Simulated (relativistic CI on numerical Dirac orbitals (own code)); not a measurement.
Electric-dipole lines of Tc XXI

Method of calculation: Dirac-Coulomb-Breit CI, orbitals from a KLI potential per configuration, a model potential for QED, unscaled Slater integrals (own radial code, finite nucleus).

Configuration list (outside the closed core [Ne]): 3s2.3p6.3d5, 3s2.3p5.3d6, 3s2.3p4.3d7, 3s.3p6.3d6, 3p6.3d7, 3s.3p5.3d7, 3s2.3p6.3d4.4s, 3s2.3p6.3d4.4p, 3s2.3p6.3d4.4d, 3s2.3p4.3d6.4s, 3s2.3p6.3d4.4f, 3s2.3p5.3d5.4s, 3s2.3p4.3d6.4p, 3s2.3p6.3d3.4s2, 3s2.3p5.3d5.4p, 3s2.3p6.3d3.4s.4p, 3s.3p5.3d6.4s, 3s2.3p6.3d4.5s, 3s2.3p6.3d3.4p2, 3s2.3p6.3d4.5p, 3s2.3p6.3d3.4s.4d, 3s.3p6.3d5.4s, 3s2.3p6.3d4.5d, 3p6.3d6.4s, 3s2.3p6.3d4.5g, 3s2.3p6.3d4.6s, 3s2.3p6.3d4.6d, 3p6.3d6.4d, 3p6.3d5.4s2. Levels of other configurations are missing.

| λ vac (nm) | Lower | Upper | A (s⁻¹) | E lower (eV) | E upper (eV) |
| --- | --- | --- | --- | --- | --- |
| 6.1252 | 3s2.3p6.3d5 2I_11/2 [13] | 3s2.3p5.3d6 2G°_9/2 [200] | 6.47e+11 | 19.518 | 221.934 |
| 6.1467 | 3s2.3p6.3d5 4G_11/2 [5] | 3s2.3p5.3d6 2H°_9/2 [191] | 1.57e+11 | 13.552 | 215.260 |
| 6.1545 | 3s2.3p6.3d5 2I_13/2 [17] | 3s2.3p5.3d6 2H°_11/2 [202] | 1.29e+12 | 20.851 | 222.305 |
| 6.2368 | 3s2.3p6.3d5 2G_9/2 [32] | 3s2.3p5.3d6 2F°_7/2 [213] | 9.01e+11 | 35.904 | 234.697 |
| 6.2483 | 3s2.3p6.3d5 2I_11/2 [13] | 3s2.3p5.3d6 2G°_9/2 [195] | 1.80e+11 | 19.518 | 217.946 |
| 6.2508 | 3s2.3p6.3d5 4G_11/2 [5] | 3s2.3p5.3d6 4F°_9/2 [184] | 5.99e+11 | 13.552 | 211.902 |
| 6.2693 | 3s2.3p6.3d5 2H_11/2 [25] | 3s2.3p5.3d6 2G°_9/2 [206] | 1.14e+12 | 26.998 | 224.761 |
| 6.2874 | 3s2.3p6.3d5 2G_9/2 [27] | 3s2.3p5.3d6 2G°_7/2 [207] | 8.09e+11 | 27.842 | 225.038 |
| 6.3341 | 3s2.3p6.3d5 2I_11/2 [13] | 3s2.3p5.3d6 2H°_9/2 [191] | 2.24e+11 | 19.518 | 215.260 |
| 6.3626 | 3s2.3p6.3d5 2F_7/2 [15] | 3s2.3p5.3d6 4D°_5/2 [192] | 3.68e+11 | 20.642 | 215.506 |
| 6.3961 | 3s2.3p6.3d5 2F_7/2 [21] | 3s2.3p5.3d6 2F°_5/2 [196] | 4.96e+11 | 24.520 | 218.362 |
| 6.4021 | 3s2.3p6.3d5 4G_7/2 [3] | 3s2.3p5.3d6 4F°_7/2 [176] | 1.47e+11 | 13.286 | 206.949 |
| 6.4248 | 3s2.3p6.3d5 4G_9/2 [7] | 3s2.3p5.3d6 4F°_7/2 [176] | 4.05e+11 | 13.971 | 206.949 |
| 6.4517 | 3s2.3p5.3d6 4I°_15/2 [56] | 3s2.3p4.3d7 4H_13/2 [396] | 6.07e+11 | 162.633 | 354.807 |
| 6.5361 | 3s2.3p6.3d5 2H_9/2 [20] | 3s2.3p5.3d6 2F°_7/2 [187] | 3.04e+11 | 23.906 | 213.597 |
| 6.6257 | 3s2.3p6.3d5 2H_11/2 [25] | 3s2.3p5.3d6 2H°_11/2 [188] | 4.40e+11 | 26.998 | 214.126 |
| 6.6488 | 3s2.3p6.3d5 2G_7/2 [33] | 3s2.3p5.3d6 2G°_7/2 [203] | 4.07e+11 | 36.584 | 223.060 |
| 6.8444 | 3s2.3p6.3d5 2I_13/2 [17] | 3s2.3p5.3d6 2I°_13/2 [163] | 3.95e+11 | 20.851 | 201.999 |
| 6.8513 | 3s2.3p6.3d5 4G_7/2 [3] | 3s2.3p5.3d6 4P°_5/2 [145] | 2.08e+11 | 13.286 | 194.250 |
| 6.9040 | 3s2.3p6.3d5 2I_11/2 [13] | 3s2.3p5.3d6 2H°_11/2 [160] | 2.16e+11 | 19.518 | 199.101 |
| 6.9106 | 3s2.3p6.3d5 2H_9/2 [20] | 3s2.3p5.3d6 2H°_9/2 [166] | 1.95e+11 | 23.906 | 203.317 |
| 7.0425 | 3s2.3p6.3d5 4G_11/2 [5] | 3s2.3p5.3d6 2H°_11/2 [135] | 8.95e+10 | 13.552 | 189.603 |
| 7.1099 | 3s2.3p6.3d5 4G_9/2 [7] | 3s2.3p5.3d6 4G°_9/2 [130] | 1.22e+11 | 13.971 | 188.355 |
| 7.1324 | 3s2.3p6.3d5 6S_5/2 [1] | 3s2.3p5.3d6 4F°_7/2 [88] | 1.03e+11 | 0.000 | 173.831 |
| 7.1430 | 3s2.3p6.3d5 4G_11/2 [5] | 3s2.3p5.3d6 2H°_11/2 [127] | 1.14e+11 | 13.552 | 187.126 |
| 7.2718 | 3s2.3p6.3d5 6S_5/2 [1] | 3s2.3p5.3d6 4D°_7/2 [78] | 1.05e+11 | 0.000 | 170.500 |
| 7.3618 | 3s2.3p6.3d5 4G_5/2 [2] | 3s2.3p5.3d6 4P°_5/2 [106] | 1.17e+11 | 11.313 | 179.728 |
| 7.5505 | 3s2.3p6.3d5 6S_5/2 [1] | 3s2.3p5.3d6 6P°_3/2 [60] | 2.19e+11 | 0.000 | 164.207 |
| 7.5761 | 3s2.3p6.3d5 6S_5/2 [1] | 3s2.3p5.3d6 6P°_5/2 [58] | 1.07e+11 | 0.000 | 163.652 |
| 7.6137 | 3s2.3p6.3d5 4G_11/2 [5] | 3s2.3p5.3d6 4G°_11/2 [96] | 1.22e+11 | 13.552 | 176.396 |

Terms are leading LS components. Brackets give the number of a level in order of energy, since labels repeat. The list gives strong lines, with weight on those to low levels, without lines whose two gauges differ by over a factor of 2.5, among the lowest 400 of 9889 levels, so that lines to higher ones, which can be the strongest, are missing. Levels whose partners in the same complex of configurations lie outside the list can be far off, and so can their lines. Rates are taken at the computed energies, electric ones in the length gauge.

At this charge energies of transitions that change n are usually good to better than 1 %, and those within a shell (Δn = 0) to a few per cent. Terms inside the open d or f shell come out 10 to 20 % too wide with unscaled integrals.

LS names give the leading component of a level, which can be under half, so a name can repeat, a term be missing and a line seem to break the LS rules.
